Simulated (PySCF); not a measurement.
## Ligand-field analysis of [MoOF5]2-

The complex [MoOF5]2- (charge -2) contains Mo(V), shell d1. The structure is a PBE0-D3(BJ)/def2-TZVP, IEF-PCM water geometry optimised for multiplicity 2; coordination octahedral, point group C4v, metal–donor distances 1.69–2.02 Å.

The d shell alone is too small an active space for [MoOF5]2- (an active orbital has only 0.52 squared overlap with the free ion's shell): its levels, fitted parameters, g values and moments show what this model gives and aren't sound predictions.

```
7

Mo    0.0000    0.0000    0.0000
O     0.0000    0.0000    1.6878
F     0.0000    0.0000   -2.0229
F     1.9537    0.0000   -0.2102
F    -1.9537    0.0000   -0.2102
F     0.0000    1.9537   -0.2102
F     0.0000   -1.9537   -0.2102
```

Method (PySCF 2.14, density fitting): CASSCF(1,5) with orbitals averaged over all microstates of the shell, strongly contracted NEVPT2 on the averaged canonical orbitals; basis x2c-TZVPall on the metal, x2c-SVPall elsewhere; spin-free X2C; IEF-PCM water; spin-orbit coupling by state interaction with the mean-field operator over all roots.

Spin-free states:

```json
{"2S+1": "2", "deg.": "1", "symmetry": "2B2", "cubic parent": "2T2g 1.00", "free-ion term": "2D 1.00", "CASSCF / cm⁻¹": "0", "NEVPT2 / cm⁻¹": "0", "f(ED)": "–"}
{"2S+1": "2", "deg.": "2", "symmetry": "2E", "cubic parent": "2T2g 1.00", "free-ion term": "2D 1.00", "CASSCF / cm⁻¹": "12042", "NEVPT2 / cm⁻¹": "14844", "f(ED)": "4.2e-05"}
{"2S+1": "2", "deg.": "1", "symmetry": "2B1", "cubic parent": "2Eg 1.00", "free-ion term": "2D 1.00", "CASSCF / cm⁻¹": "29946", "NEVPT2 / cm⁻¹": "31465", "f(ED)": "0"}
{"2S+1": "2", "deg.": "1", "symmetry": "2A1", "cubic parent": "2Eg 1.00", "free-ion term": "2D 1.00", "CASSCF / cm⁻¹": "48988", "NEVPT2 / cm⁻¹": "50410", "f(ED)": "0"}
```

Energies are counted from the ground state at NEVPT2 level. Weights follow the labels. f(ED) is the electric-dipole oscillator strength from the ground state at the fixed geometry, without vibronic coupling; occupations, where given, run over the ligand-field orbitals from the lowest.

## Ligand-field fit

| cm⁻¹ | CASSCF | NEVPT2 |
| --- | --- | --- |
| 10Dq | 31439 | 31041 |

```
orbital  CASSCF / cm⁻¹  NEVPT2 / cm⁻¹  metal share   main function
      1              0              0         0.91         xy 1.00
      2          12042          14844         0.79  degenerate set
      3          12042          14844         0.79  degenerate set
      4          29946          31465         0.80      x2-y2 1.00
      5          48988          50410         0.66         z2 1.00
```

ζ = 756 cm⁻¹, against 986 for the free ion.

Spin-orbit levels:

```tsv
E / cm⁻¹	deg.	make-up	g (S′ = 1/2)
0.0	2	1.00 2B2	1.85 1.92 1.92
14485.3	2	1.00 2E	0.06 0.06 0.11
15262.2	2	1.00 2E	0.14 0.14 3.88
31541.9	2	1.00 2B1	2.06 2.06 2.14
50471.3	2	1.00 2A1	2.00 2.06 2.06
```

## Magnetism

The ground doublet has g = 1.848, 1.915, 1.915. μeff is 1.66 μB at 300 K and 1.64 μB at 10 K; the spin-only value is 1.73 μB.

```csv
T / K,χT / cm³ K mol⁻¹,μeff / μB
2,0.336,1.64
5,0.336,1.64
10,0.336,1.64
20,0.337,1.64
30,0.337,1.64
50,0.338,1.64
75,0.338,1.64
100,0.339,1.65
150,0.340,1.65
200,0.342,1.65
250,0.343,1.66
300,0.344,1.66
```

Powder magnetisation at 2 K: 0.15 μB at 0.5 T, 0.29 μB at 1 T, 0.53 μB at 2 T, 0.70 μB at 3 T, 0.87 μB at 5 T, 0.93 μB at 7 T.

Measured g values: 1.874, 1.911, 1.911 (Franzke, Yu, Quasi-relativistic calculation of EPR g-tensors with derivatives of the decoupling transformation, gauge-including atomic orbitals, and magnetic balance), against 1.848, 1.915, 1.915 computed. The measured ion may have another shape than this geometry, to which g answers strongly.

No frequencies were computed for the optimised geometry. Charge-transfer states lie outside this active space and may come lower than some of these levels. NEVPT2 lifts 2E (from 2T2g) from 12042 to 14844 cm⁻¹; on the d shell alone such lifts tend to overshoot. NEVPT2 on the d shell alone tends to put d–d bands too high for such charged or covalently bound ions.

The job took 18 s on one thread of Arm Neoverse N1 (shared host), with 147 basis functions and a peak of 0.55 GiB, launched as `OMP_NUM_THREADS=1 python lf_run.py task.json out`.
